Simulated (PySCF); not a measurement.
**Electronic structure of Al⁻ (aluminium, charge -1) at the UHF level**

Configuration: [Ne] 3s2 3p2, high-spin 3P determinant. Calculation: PySCF 2.14, in dyall-av3z; the spin-free X2C one-electron Hamiltonian (Gaussian nucleus).

```
Total energy                                                  : -242.317686 hartree
One-electron energy                                           : -339.7234 hartree
Hartree (Coulomb) energy                                      : 115.6502 hartree
Exchange energy                                               : -18.2445 hartree
⟨S²⟩                                                          : 2.0177
⟨L²⟩                                                          : 2.045
Sum of ⟨r⟩                                                    : 19.60 bohr
Sum of ⟨r²⟩                                                   : 74.81 bohr²
Traceless quadrupole moment −½Σ⟨3z² − r²⟩ along its main axis : 11.0 e·bohr²
Langevin diamagnetic susceptibility                           : -59.3 ×10⁻⁶ cm³/mol
```

| shell | electrons | mean orbital energy (hartree) | spread (hartree) | rms radius, mean of both spins (bohr) |
| --- | --- | --- | --- | --- |
| 1s α | 1 | -58.42707 | 0 | 0.139 |
| 1s β | 1 | -58.42410 | 0 | 0.139 |
| 2s α | 1 | -4.73406 | 0 | 0.676 |
| 2s β | 1 | -4.73119 | 0 | 0.676 |
| 2p α | 3 | -3.02596 | 0.00436 | 0.674 |
| 2p β | 3 | -3.01783 | 0.00584 | 0.674 |
| 3s α | 1 | -0.25290 | 0 | 2.98 |
| 3s β | 1 | -0.16670 | 0 | 2.98 |
| 3p α | 2 | -0.02230 | 0 | 5.16 |

Densities and radii are taken from the X2C orbitals without a picture-change correction, which distorts them close to the nucleus.

Spin-orbit constants ζ (cm⁻¹) from the X2C one-electron operator on these orbitals: bare nucleus, nucleus screened by l(l+1)(2l+1)/3 electrons, and screened by the Breit-Pauli mean field of the electrons.

| shell | bare | screened nucleus | mean field |
| --- | --- | --- | --- |
| 2p | 2664 | 2254 | 2069 |
| 3p | 50.18 | 42.46 | 37.58 |

To first order the Landé constant is A = 18.79 cm⁻¹, so the lowest level has J = 0 and lies 0.00466 eV below the centre of the term. This holds in LS coupling only.
